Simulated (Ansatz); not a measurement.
Geometry optimisation, RKS PBE/def2-SVP in Ansatz 0.2.0.

input.yaml

```yaml
crystal:
  periodic: [false, false, false]
  atoms:
    - { symbol: W, position_ang: [0.0, 0.0, 0.0] }
    - { symbol: F, position_ang: [0.0, 0.0, 1.85] }
    - { symbol: Cl, position_ang: [2.39, 0.0, 0.0] }
    - { symbol: Cl, position_ang: [0.0, 2.39, 0.0] }
    - { symbol: Cl, position_ang: [-2.39, 0.0, 0.0] }
    - { symbol: Cl, position_ang: [0.0, -2.39, 0.0] }
    - { symbol: Cl, position_ang: [0.0, 0.0, -2.39] }
basis:
  gaussian: { orbitals: def2-SVP }
hamiltonian:
  xc: pbe
relax:
  f_tol: 0.02
  max_steps: 40
```

Launched with:

```bash
$ ansatz run input.yaml --threads 4 --pin off --max-ram 5120MiB --backend cpu --events-out ev --progress --plain --runs-dir out
```

Problem. Where does it end, and by what steps?

Solution. The forces met the threshold. After 4 steps the energy has fallen by 0.240 eV; Cl3 moved furthest, 0.07 Å.

```
step  energy less start (eV)  largest force component (eV/Å)  accepted
   0                  0.0000                           2.020       yes
   1                 -0.1412                           0.915       yes
   2                 -0.2200                           0.990       yes
   3                 -0.2402                           0.037       yes
   4                 -0.2402                           0.007       yes
```

```xyz
7
Properties=species:S:1:pos:R:3
W 0.000 0.000 -0.052
F 0.000 0.000 1.832
Cl 2.318 0.000 0.009
Cl 0.000 2.318 0.009
Cl -2.318 0.000 0.009
Cl 0.000 -2.318 0.009
Cl 0.000 0.000 -2.357
```

Whether the end is a true minimum wasn't checked by a vibrational analysis.

Time of the run: 12 s on 4 threads of Arm Neoverse V2, with other jobs on the host, peak memory 0.23 GiB.
